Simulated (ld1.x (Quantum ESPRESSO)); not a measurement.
## Cutoff test, aluminium, TM

ld1.x (Quantum ESPRESSO) 7.5 input, shortened:

```
&input
   title='Al', zed=13., rel=1, dft='BLYP', iswitch=3,
   config='[Ne] 3s1.5 3p1.5 3d-2'
 /
 &inputp
   pseudotype=2, tm=.true., lloc=-1, rcloc=1.55,
   nlcc=.false.
 /
3
3S  1  0   1.50   0.00  1.60  1.60  0.0
3P  2  1   1.50   0.00  2.85  2.85  0.0
3D  3  2  -2.00   0.35  2.35  2.35  0.0
 &test
   configts(1)='3s1.5 3p1.5'
 /
```

The pseudo-atom Hamiltonian at the reference potential is diagonalised in spherical Bessel functions j_l(qr) that vanish at 20 bohr, with q² up to the cutoff. All-electron valence levels (Ry): 3s -0.5932, 3p -0.2117.

Q: How do the lowest levels (Ry) of each channel move with the cutoff, and are there ghosts?

A:

```tsv
cutoff (Ry)	s #1	s #2	p #1	d #1	f #1	Σ f·Δε (mRy)
8	-0.5832	-0.0290	-0.2116	0.0390	0.0939	15.1
12	-0.5889	-0.0294	-0.2117	0.0389	0.0939	6.6
18	-0.5894	-0.0295	-0.2117	0.0388	0.0939	5.7
25	-0.5912	-0.0298	-0.2117	0.0388	0.0939	3.0
35	-0.5927	-0.0300	-0.2117	0.0388	0.0939	0.8
45	-0.5927	-0.0300	-0.2117	0.0388	0.0939	0.7
400	-0.5932	-0.0301	-0.2117	0.0388	0.0939	0.0
```

Result: no extra level below or beside the all-electron valence levels (s, p, d, f tested); 10 mRy is reached at 10 Ry and 1 mRy at 35 Ry.
